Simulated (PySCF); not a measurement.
Input of a run (PBE0-D3(BJ)/def2-SVP geometry optimisation, gas phase (PySCF 2.14.0)), started from GFN2-xTB:
```
{"job": {"xc": "PBE0", "basis": "def2-SVP", "d3": "d3bj", "grid": 1, "maxiter": 40, "kind": "geom"}, "charge": 0, "multiplicity": 1}
Ga     0.530950     0.929410     0.001880
H      2.107200     1.037040     0.032620
H     -0.161530     2.348530    -0.037430
C     -0.472660    -0.822080     0.002660
H     -0.574060    -1.221230    -1.011230
H     -1.480470    -0.696670     0.410990
H      0.050570    -1.574990     0.600500
```

Output (energies in Eh, forces in Eh/bohr):
```
step   0  E = -1965.36086291  max force = 0.014484
step   1  E = -1965.36239101  max force = 0.002548
step   2  E = -1965.36254473  max force = 0.001507
step   3  E = -1965.36256349  max force = 0.000791
step   4  E = -1965.36257294  max force = 0.000202
optimisation converged
```

Q: Summarise the run.

A: The energy falls by 4.5 kJ/mol over 5 energy and gradient evaluations, the largest force component goes from 0.0145 to 2.0e-04 Eh/bohr, and the atoms move by 0.066 Å rms after alignment. The bond that changes most is Ga1–C4 (ends: gallium bonded to C and 2 H; carbon bonded to Ga and 3 H), which shortens by 0.052 Å. Bonds longer at the end by more than 0.005 Å: 3 of 6; shorter: 1. Among the angles that change most is H2–Ga1–H3, from 112.1° to 118.8°. The energy never rose by more than 1e-6 Eh on the way. The first step brought 89 % of the lowering.

Q: What are the final bond lengths?

A: Ga1–H2 1.576 Å, Ga1–H3 1.576 Å, Ga1–C4 1.967 Å, C4–H5 1.104 Å, C4–H6 1.100 Å, C4–H7 1.100 Å. Numbering counts from 1 in the input's order; the species is `[H][Ga]([H])[CH3]` (GaH2Me).

The run used 71 basis functions and 27 SCF cycles in all. On one thread of an Arm Neoverse V1 (shared host), this took 7.0 s.

PBE0-D3(BJ)/def2-SVP frequencies: not computed here.
